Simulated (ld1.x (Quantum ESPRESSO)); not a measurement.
**u(r) = r·R(r): atom against pseudo-atom (Ge)**

Columns: radius, all-electron u(r) and pseudo u(r) of the 3d shell (level -30.20 eV) of germanium in the configuration [Ar] 3d10 4s1.5 4p2.5; PBE, scalar-relativistic, ultrasoft scheme, ld1.x (Quantum ESPRESSO) 7.5.

| r (bohr) | all-electron | pseudo |
| --- | --- | --- |
| 0.093 | 0.1425 | 0.0043 |
| 0.185 | 0.5110 | 0.0321 |
| 0.278 | 0.8517 | 0.1001 |
| 0.370 | 1.0596 | 0.2098 |
| 0.463 | 1.1456 | 0.3524 |
| 0.555 | 1.1431 | 0.5029 |
| 0.648 | 1.0881 | 0.6381 |
| 0.740 | 1.0072 | 0.7326 |
| 0.833 | 0.9146 | 0.7755 |
| 0.925 | 0.8214 | 0.7664 |
| 1.018 | 0.7309 | 0.7167 |
| 1.110 | 0.6474 | 0.6460 |
| 1.203 | 0.5704 | 0.5705 |
| 1.295 | 0.5018 | 0.5018 |
| 1.388 | 0.4399 | 0.4399 |
| 1.480 | 0.3856 | 0.3856 |
| 1.573 | 0.3372 | 0.3372 |
| 1.665 | 0.2950 | 0.2950 |
| 1.758 | 0.2577 | 0.2577 |
| 1.850 | 0.2252 | 0.2252 |
| 1.943 | 0.1965 | 0.1965 |
| 2.035 | 0.1716 | 0.1716 |
| 2.128 | 0.1496 | 0.1496 |
| 2.220 | 0.1306 | 0.1306 |
| 2.313 | 0.1138 | 0.1138 |
| 2.405 | 0.0993 | 0.0993 |

Problem. How many radial nodes do the two functions have?

Solution. The all-electron 3d function has n − l − 1 = 0; the pseudo-wave has 0.

Problem. At about which radius was the pseudo-wave matched?

Solution. 1.25 bohr, where the columns begin to agree (steps of 0.09 bohr).

Problem. Where does each function peak?

Solution. Outermost all-electron maximum near 0.46 bohr, pseudo maximum near 0.83 bohr (to the table’s step).

Problem. Is the pseudo-wave norm-conserving?

Solution. No, it belongs to an ultrasoft set: the norm inside the radius is not constrained, and the difference is carried by the augmentation charge.
